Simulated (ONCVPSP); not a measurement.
What one change does to a pseudopotential (Cd (Z = 48), ONCV)

cadmium (Cd), optimised norm-conserving Vanderbilt (ONCV), made with ONCVPSP 4.0.1 (PBE, scalar-relativistic). Core [Kr] 4d10, reference 5s1.5 5p0.5. Waves: 5s: rc 2.25 bohr, ncon 4, nbas 8, qcut 2.7 1/bohr, local; 5p: rc 2.25 bohr, ncon 4, nbas 7, qcut 4.1 1/bohr, 1 projector. Local part: the s channel. Core correction: Teter function, fcfact 4.25, rcfact 1.55.

Change: all radii but the core radius scaled by about 1.14 (s 2.56, p 2.56 bohr).

Cutoffs: the cutoffs (Ha) at which the residual kinetic energy of the hardest occupied pseudo-wave falls to 1 and 0.1 mHa per electron; they do not see the model core or the augmentation charge, which bear on the density cutoff. Errors are all-electron minus pseudo energies relative to the spin-unpolarised reference configuration.

Problem. What does the change do?

Solution. The potential gets softer (7.3 Ha and 29 Ha → 4.3 Ha and 22 Ha); of the 4 tests that both files solve, the error grows in 1 and shrinks in 0 by more than 15 % and 0.3 meV (median size 35.1 → 42.3 meV); neither file shows a bound ghost. A larger radius leaves more room for a smooth pseudo-wave, so fewer plane waves are needed.

```csv
quantity,base,changed
"cutoff, loose",7.3 Ha,4.3 Ha
"cutoff, tight",29 Ha,22 Ha
loose cutoff by channel,"s 7.3 Ha, p 3.2 Ha","s 4.3 Ha, p 3.7 Ha"
bound ghosts,none,none
GHOST(+) flags under 300 eV,none,none
"error for 5s2 5p0, meV [ΔE -2.28 eV]",-7.1,-8.0
"error for 5s1 5p0, meV [ΔE 6.99 eV]",-100,-100
"error for 5s1.5 5p0, meV [ΔE 1.43 eV]",-18,-18
"error for 5s0 5p2, meV [ΔE 7.39 eV]",-53,-67
"rms error of d²Exc/dni dnj with the model core, mHa",2.87,2.87
```
